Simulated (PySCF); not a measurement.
**Static response to an electric field**

C2H11OPSi2.
SMILES with atom numbers: `[CH3:1][CH2:2][O:3][SiH2:4][PH:5][SiH3:6]` (hydrogens: H7, H8, H9 on C1; H10, H11 on C2; H12, H13 on Si4; H14 on P5; H15, H16, H17 on Si6)

Structure used (PBE0-D3(BJ)/def2-SVP), in Å, numbered top down from 1:
```xyz
17
C2H11OPSi2 angstrom
C     -1.478   -0.175   -1.016
C     -1.484    0.018    0.484
O     -0.175   -0.004    1.011
Si     0.600   -1.343    1.633
P      2.822   -1.028    1.544
Si     2.755    0.267   -0.318
H     -2.500   -0.119   -1.422
H     -0.869    0.603   -1.501
H     -1.056   -1.155   -1.287
H     -1.924    0.996    0.742
H     -2.120   -0.750    0.967
H      0.264   -2.552    0.817
H      0.192   -1.594    3.050
H      2.818    0.067    2.462
H      2.059    1.570   -0.125
H      4.164    0.531   -0.741
H      2.078   -0.521   -1.392
```

Level: CAM-B3LYP/def2-SVPD (PySCF), static field, nuclei fixed, core orbitals frozen in the response. The polarisability tensor in these axes (au):

```
x   124.40   3.57   0.03
y     3.57 100.00 -11.48
z     0.03 -11.48 111.42
```

Task: Diagonalise the tensor; give its mean and Δα, where Δα² is half the sum of the squared differences of the eigenvalues.

Result: Principal values 92.59, 118.02 and 125.20 au; mean 111.94 au = 16.59 Å³ = 18.46 × 10⁻⁴⁰ C²·m²/J; Δα = 29.68 au (27 % of the mean).

Task: What is the dipole moment, and where does it point?

Result: (-1.66, 0.23, -0.38) D, 1.71 D in size, pointing from the negative to the positive side. Measured along this direction, the outermost atoms are H16 at the negative end and H7 at the positive end.

Task: Estimate the molar refractivity from the static electronic polarisability.

Result: Lorentz–Lorenz: R = (4π/3)N_A α = 2.5225 cm³/(mol·Å³) × 16.59 Å³ = 41.8 cm³/mol, in the limit of long wavelengths.

Task: Find the Langevin capture rate constant for H3O+ (19.018 u) meeting this molecule (138.009 u), k = 2.342 × 10⁻⁹ cm³/s × √(α in Å³ / reduced mass in u).

Result: The reduced mass is 16.71 u, so k = 2.33 × 10⁻⁹ cm³/s. The formula leaves out the permanent dipole, which adds to the capture rate.

Task: What are the principal values of the traceless quadrupole moment, Θ = ½Σq(3rr − r²1), about the centre of nuclear charge?

Result: -3.00, -0.82, 3.82 D·Å. The values depend on the origin, since the dipole doesn't vanish. The electronic extent ⟨r²⟩ about the same centre is 1433 bohr², a root-mean-square distance of 2.33 Å for the 74 electrons.

Task: Rayleigh depolarisation ratio (linearly polarised light, static tensor)?

Result: ρ = 3Δα²/(45ᾱ² + 4Δα²) = 2642.6/(563859 + 3523.5) = 0.00466.

The structure is a single PBE0-D3(BJ)/def2-SVP conformer in the gas phase; no vibrational or solvent corrections.
